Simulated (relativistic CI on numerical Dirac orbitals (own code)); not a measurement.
Method of calculation: Dirac-Coulomb-Breit CI, separate exchange-only KLI orbitals for each configuration, model QED, unscaled Slater integrals (own radial code, finite nucleus).

The strongest absorption lines from the ground level of an ion, among the configurations computed and to levels below about 179 eV (vacuum wavelength in nm, gf): 7.1904 (0.4), 13.856 (1.3), 14.277 (0.96), 14.562 (1.4), 14.600 (2.2), 14.716 (3.9), 15.312 (0.44), 24.358 (0.32).

Question: Which ion is it?
A. Rh¹²⁺
B. Ag¹⁴⁺
C. I²⁰⁺
D. In¹⁶⁺

Answer: D. In¹⁶⁺ has 33 electrons and the ground level 4s2 4p3 4S°_3/2; the strongest line goes to 4s2 4p2 4d 4P_5/2. The pattern of lines fixes the number of electrons, and along that sequence the line energies rise steadily with the charge (about as its square where n changes within one kind of shell, about linearly where n is kept but much faster in heavy ions where fine structure, which grows about as Z⁴, sets the gap, and irregularly where shells cross), which fixes Z. Configurations outside the model, such as inner-shell arrays, can give stronger lines. At this charge energies of transitions that change n are usually good to better than 1 %, and those within a shell (Δn = 0) to a few per cent.

LS names give the leading component of a level, which can be under half, so a name can repeat, a term be missing and a line seem to break the LS rules.
